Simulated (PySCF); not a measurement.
**Which determinant of NaZn⁺ lies lowest?**

Unrestricted PBE0; basis Na 6-31G(d,p), Zn 6-31G(d,p); no relativity; PySCF 2.14. Outer shells of the fragments: Na+ closed shells only; Zn 3d10 4s2.

Followed along the bond (rough minima from three points):

```tsv
2Ms+1	unpaired	⟨S²⟩ at the start	R at minimum (Å)	Te (eV)
1	none	0.00	2.74	0.00
3	σ ↑↑	2.00	none in the scan	≤ 3.17
```

Solutions found at the starting distance of 2.865 Å, counted from the lowest of them; the search is not exhaustive and high or unbound solutions are not listed, so other states can lie among these:

```csv
2Ms+1,unpaired,term,E (eV),⟨S²⟩,⟨Lz²⟩,μ (D)
1,none,¹Σ⁺,0.00,0.00,0.00,-6.44
3,σ ↑↑,³Σ⁺,3.27,2.00,0.00,-5.41
3,"σ ↑, π ↑",³Π,4.15,2.00,1.00,-6.58
1,"σ ↑, π ↓",mixed,4.83,1.00,1.00,-6.11
```

A term symbol is given only where ⟨S²⟩ and ⟨Lz²⟩ are close to those of a pure state; real π, δ and φ orbitals otherwise mix terms. A positive dipole points towards Zn; it is taken about the centre of mass and depends on that origin.

Counting both spins, an empty level lies below a filled one in some of these solutions, because spin and occupation are held.
